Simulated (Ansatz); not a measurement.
One change: `C[SiH2][SiH](N)O` becomes `C[SiH2][SiH2]O`.

Ansatz, PBE0-D4/def2-TZVP geometries, multiplicity 1. Each molecule was computed in one conformer, which needn't be the lowest.

```json
{"property": "LUMO energy (B3LYP/def2-TZVPP) / eV", "`C[SiH2][SiH](N)O`": "-0.03"}
{"property": "HOMO energy (B3LYP/def2-TZVPP) / eV", "`C[SiH2][SiH](N)O`": "-7.07"}
{"property": "HOMO energy (PBE/def2-TZVPP) / eV", "`C[SiH2][SiH](N)O`": "-5.97"}
{"property": "LUMO energy (PBE/def2-TZVPP) / eV", "`C[SiH2][SiH](N)O`": "-0.61"}
{"property": "HOMO–LUMO gap (PBE0/def2-TZVPP) / eV", "`C[SiH2][SiH](N)O`": "7.48"}
{"property": "HOMO–LUMO gap (PBE/def2-TZVPP) / eV", "`C[SiH2][SiH](N)O`": "5.36"}
```

(1) What does the change do to each property? (Best estimate.)

Results:

(1) The calculation gave: 
```
                            property  `C[SiH2][SiH2]O`  shift
 LUMO energy (B3LYP/def2-TZVPP) / eV             -0.54  -0.51
 HOMO energy (B3LYP/def2-TZVPP) / eV             -7.37  -0.30
   HOMO energy (PBE/def2-TZVPP) / eV             -6.34  -0.37
   LUMO energy (PBE/def2-TZVPP) / eV             -1.17  -0.56
HOMO–LUMO gap (PBE0/def2-TZVPP) / eV              7.23  -0.25
 HOMO–LUMO gap (PBE/def2-TZVPP) / eV              5.17  -0.19
```

With PBE0 the HOMO falls by 0.27 eV and the LUMO falls by 0.52 eV, so the gap narrows by about 0.25 eV. PBE moves the HOMO by -0.37 eV and ωB97M-V by -0.17 eV.

B3LYP here is the variant with VWN-RPA as its local correlation; programs differ in this.
